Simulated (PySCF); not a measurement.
# Radial density of Fe²⁺ (iron, charge +2)

UHF, [Ar] 3d6, high-spin 5D determinant. All numbers are calculated (PySCF 2.14, the non-relativistic Hamiltonian (point nucleus), in def2-TZVP (6s4p4d1f, 45 functions)).

| r (bohr) | 4πr²ρ (e/bohr) | 4πr²(ρα − ρβ) |
| --- | --- | --- |
| 0.000826 | 0.09757 | 0.0000 |
| 0.00139 | 0.2689 | 0.0000 |
| 0.00234 | 0.7224 | 0.0000 |
| 0.00393 | 1.884 | 0.0000 |
| 0.00661 | 4.634 | 0.0000 |
| 0.0111 | 10.39 | 0.0000 |
| 0.0187 | 19.86 | 0.0001 |
| 0.0315 | 29.37 | 0.0006 |
| 0.0529 | 29.75 | 0.0033 |
| 0.0890 | 24.17 | 0.0188 |
| 0.150 | 32.00 | 0.1254 |
| 0.252 | 29.28 | 0.6957 |
| 0.424 | 13.02 | 2.4361 |
| 0.712 | 16.83 | 3.8479 |
| 1.20 | 7.699 | 2.3041 |
| 2.02 | 0.9779 | 0.4531 |
| 3.39 | 0.04586 | 0.0205 |
| 5.70 | 1.747e-05 | 0.0000 |
